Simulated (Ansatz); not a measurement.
An input meant for 1,3,5-triphenylbenzene (C24H18) (charge 0, singlet).

```yaml
crystal:
  periodic: [false, false, false]
  atoms:
    - {symbol: C, position_ang: [5.733215, -0.052827, 0.275027]}
    - {symbol: C, position_ang: [5.071135, 0.943929, -0.458899]}
    - {symbol: C, position_ang: [3.671628, 0.957215, -0.528688]}
    - {symbol: C, position_ang: [2.901877, -0.026847, 0.131426]}
    - {symbol: C, position_ang: [1.418711, -0.013018, 0.054395]}
    - {symbol: C, position_ang: [0.688986, -1.217563, -0.001572]}
    - {symbol: C, position_ang: [-0.719414, -1.222933, -0.055999]}
    - {symbol: C, position_ang: [-1.471089, -2.501483, -0.134823]}
    - {symbol: C, position_ang: [-0.967123, -3.597370, -0.871271]}
    - {symbol: C, position_ang: [-1.676835, -4.803421, -0.944944]}
    - {symbol: C, position_ang: [-2.906192, -4.942146, -0.281727]}
    - {symbol: C, position_ang: [-3.419190, -3.862990, 0.454992]}
    - {symbol: C, position_ang: [-2.710239, -2.656349, 0.526390]}
    - {symbol: C, position_ang: [-1.398343, 0.012548, -0.052533]}
    - {symbol: C, position_ang: [-0.699398, 1.235605, 0.001664]}
    - {symbol: C, position_ang: [-1.430750, 2.528010, 0.003423]}
    - {symbol: C, position_ang: [-0.912097, 3.657199, -0.669497]}
    - {symbol: C, position_ang: [-1.602200, 4.876721, -0.668640]}
    - {symbol: C, position_ang: [-2.827057, 4.995558, 0.006708]}
    - {symbol: C, position_ang: [-3.355142, 3.882992, 0.680388]}
    - {symbol: C, position_ang: [-2.665061, 2.663453, 0.677972]}
    - {symbol: C, position_ang: [0.709027, 1.205044, 0.054177]}
    - {symbol: C, position_ang: [3.582938, -1.024497, 0.865046]}
    - {symbol: C, position_ang: [4.982341, -1.036879, 0.937018]}
    - {symbol: H, position_ang: [6.832365, -0.063190, 0.330393]}
    - {symbol: H, position_ang: [5.650845, 1.714753, -0.989605]}
    - {symbol: H, position_ang: [3.163204, 1.727668, -1.128006]}
    - {symbol: H, position_ang: [1.230654, -2.174745, -0.002920]}
    - {symbol: H, position_ang: [-0.017139, -3.489949, -1.416835]}
    - {symbol: H, position_ang: [-1.270051, -5.640175, -1.533428]}
    - {symbol: H, position_ang: [-3.463105, -5.889748, -0.338431]}
    - {symbol: H, position_ang: [-4.377816, -3.964376, 0.986596]}
    - {symbol: H, position_ang: [-3.108447, -1.825166, 1.127907]}
    - {symbol: H, position_ang: [-2.493991, 0.023882, -0.147924]}
    - {symbol: H, position_ang: [0.034125, 3.566981, -1.224410]}
    - {symbol: H, position_ang: [-1.183867, 5.740280, -1.208208]}
    - {symbol: H, position_ang: [-3.368943, 5.953442, 0.008171]}
    - {symbol: H, position_ang: [-4.310302, 3.967907, 1.221128]}
    - {symbol: H, position_ang: [-3.074293, 1.804760, 1.231625]}
    - {symbol: H, position_ang: [1.263501, 2.149960, 0.150846]}
    - {symbol: H, position_ang: [3.002491, -1.784764, 1.409731]}
    - {symbol: H, position_ang: [5.491059, -1.817474, 1.523346]}
basis:
  gaussian: {orbitals: aug-cc-pVDZ, fitting: {mean_field: def2-universal-jkfit}}
hamiltonian: {xc: {name: HF}}
correlation: {active_space: {window: {electrons: 6, orbitals: 2}}}
output: {forces: true}
```

```sh
$ ansatz run in.yaml --threads 2 --pin off --events-out ev --progress --plain --max-ram 22528MiB --backend cuda --devices 0, --max-vram 18GiB
```

(1) Predict how Ansatz answers.

## Answers

(1) The run stopped with an error. The active space doesn't fit the electrons.
```
Functional definition: HF
2124 factors; integrals over basis functions are off by at most 2.3e-1 eV
mean field evaluation 1: about -25003.2721 eV, gradient 7.1e1 eV
mean field evaluation 2: about -25017.0069 eV, gradient 2.6e1 eV
mean field evaluation 4: about -25019.0736 eV, gradient 1.2e0 eV
mean field evaluation 8: about -25019.0783 eV, gradient 1.3e-6 eV
mean field -25019.07826288 eV, -919.4341676205 hartree, gradient 1.3e-6 eV, S^2 0.000000; 0 other end points of the search recorded, 0 dependent functions left out
reference -25019.07826288 eV, -919.4341676205 hartree; 81, 81 occupied and 633, 633 virtual orbitals, 2124 factors
Error: 6 electrons in 2 orbitals form no window around the highest filled level of the reference
```
